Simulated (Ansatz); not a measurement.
Consider the substitution at a C–Ga bond: `C=[C](N)[GaH][CH3]` + CH₃NH₂ → `C=C(N)NC` + `[CH3][GaH2]`.

Gas-phase electronic energies from Ansatz, PBE0-D4/def2-TZVP geometries. CCSD(T)/CBS adds triple-zeta CCSD(T) − MP2 to the extrapolated MP2 energy (def2 sets, frozen cores). Functionals use def2-TZVPP. For Ga outer-core shells are correlated without core-valence functions, which leaves a few kJ/mol of doubt a bond. Scalar relativity is left out up to krypton. One conformer a species, not always the lowest.

| level | ΔE (eV) |
| --- | --- |
| PBE0-D4 | 0.18 |
| CCSD/CBS(def2) | 0.29 |

(1) What does CCSD(T)/CBS give? (Estimate.)

Largest T1 diagnostic among the species: 0.012.

## Answers

(1) Computed: +0.31 eV. The listed levels differ from it by -0.13, -0.02 eV.

In def2-TZVPP, CCSD(T) changes the Hartree–Fock value by +0.16 eV (the triples alone add +0.02 eV) and MP2 by +0.17 eV.
